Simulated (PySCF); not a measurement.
Breaking a bond: SMILES [SiH3][GeH3] (H₆GeSi). The Si1–Ge5 bond (Si1 also carries H, H, H; Ge5 carries H, H, H) is varied alone, starting from the PBE0/def2-TZVP optimised geometry.

Levels of theory: RHF/cc-pVDZ (PySCF); RKS-BHandHLYP = PySCF with restricted BHandHLYP/cc-pVDZ.

Magnitude of the dipole moment (D; its direction can reverse along the curve, and a method can change to another solution) and Mulliken charge of the fragment that holds Si1:

| R / Å | μ RHF | q RHF | μ RKS-BHandHLYP | q RKS-BHandHLYP |
|---|---|---|---|---|
| 1.89 | 0.11 | -0.01 | 0.09 | -0.01 |
| 2.00 | 0.13 | 0.00 | 0.10 | 0.00 |
| 2.16 | 0.14 | 0.00 | 0.11 | 0.00 |
| 2.26 | 0.14 | 0.01 | 0.12 | 0.01 |
| 2.32 | 0.14 | 0.01 | 0.12 | 0.01 |
| 2.38 | 0.14 | 0.01 | 0.12 | 0.01 |
| 2.45 | 0.14 | 0.01 | 0.12 | 0.01 |
| 2.55 | 0.14 | 0.01 | 0.12 | 0.01 |
| 2.61 | 0.14 | 0.01 | 0.12 | 0.01 |
| 2.79 | 0.14 | 0.01 | 0.12 | 0.01 |
| 2.91 | 0.14 | 0.01 | 0.12 | 0.01 |
| 3.25 | 0.14 | 0.01 | 0.13 | 0.01 |
| 3.59 | 0.15 | 0.01 | 0.14 | 0.01 |
| 3.91 | 0.17 | 0.01 | 0.15 | 0.01 |
| 4.25 | 0.19 | 0.01 | 0.16 | 0.01 |
| 4.72 | 0.23 | 0.01 | 0.18 | 0.01 |
| 5.25 | 0.27 | 0.01 | 0.21 | 0.01 |
| 5.83 | 0.32 | 0.01 | 0.23 | 0.01 |
| 6.42 | 0.36 | 0.01 | 0.25 | 0.01 |
| 7.12 | 0.40 | 0.01 | 0.27 | 0.01 |
| 8.28 | 0.45 | 0.01 | 0.31 | 0.01 |

The restricted form behind RHF, RKS-BHandHLYP keeps the bonding electrons paired and can't separate into open-shell fragments.
